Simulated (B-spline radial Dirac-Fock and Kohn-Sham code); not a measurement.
Model: Dirac-Fock energy differences between relaxed states, corrected for Breit and QED terms. Program: a B-spline atomic structure program. Free neutral atoms.

Problem. Order these X-ray lines by photon energy, lowest first.
A. Ho Lα2
B. Ti Kβ1
C. Sm Lη
D. Pm Lβ4
E. Xe Lβ15
F. Mn Kα1

Solution. E (4718.6 eV), B (4931.3 eV), C (5583.3 eV), F (5896.7 eV), D (5959.5 eV), A (6680.2 eV).

Values without a named source are computed, but for edge energies of neutral atoms, which are taken from tables.
